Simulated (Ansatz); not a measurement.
Ideal-gas functions of FGeH2 (`[F][GeH2]`) radical at 298.15 K and 1 bar, from an Ansatz frequency run at PBE0-D4/def2-TZVP.

Molar mass 93.62 g/mol, point group Cs (symmetry number 1), electronic degeneracy 2, moments of inertia 4.443, 48.148, 50.454 u Å². Harmonic wavenumbers (cm⁻¹, unscaled): 623, 685, 711, 828, 2054, 2110.

Use S(trans) = R[1.5 ln M + 2.5 ln T − 1.1517]; rotational temperatures θ = 24.2544 K / I; S(rot) = R[ln(√π/σ · √(T³/θAθBθC)) + 1.5]; for each mode x = 1.438777 ν̃/T, S = R[x/(eˣ − 1) − ln(1 − e⁻ˣ)] and H = RT x/(eˣ − 1); 1 cm⁻¹ = 0.0119627 kJ/mol; R = 8.31446 J/(mol·K).

Problem. By hand: the entropy, in J/(mol·K).

Solution. Translation 165.5. Rotation: θ = 5.459, 0.5037, 0.4807 K, giving 87.1. Vibration, mode by mode: 1.72, 1.36, 1.23, 0.78, 0.00, 0.00, in all 5.1. Electronic 5.8. Sum 263.5 J/(mol·K).

Problem. By hand: H − E and G − E in kJ/mol, counted from the electronic energy.

Solution. Zero-point energy ½ × 7011 × 0.0119627 = 41.9; thermal vibration 1.2; translation, rotation and pV give 4 RT = 9.9. H − E = 53.0 kJ/mol, and G − E = 53.0 − 298.15 × 263.5/1000 = -25.6 kJ/mol.

Vibration gives 2 % of the entropy; all modes have x over 3 and are hardly excited.
